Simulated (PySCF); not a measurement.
A calculated (PBE0, PySCF 2.14, cc-pVDZ, no relativity, point nucleus) atom or ion has these occupied shells.

```tsv
shell	electrons	orbital energy (eV)	rms radius, mean of both spins (bohr)
1s α	1	-394.49	0.266
1s β	1	-392.82	0.266
2s α	1	-22.653	1.46
2s β	1	-16.515	1.46
2p α	3	-9.873	1.57
```

(1) Name the element and its charge.

Answers

(1) N (nitrogen, neutral), in [He] 2s2 2p3, high-spin 4S determinant.
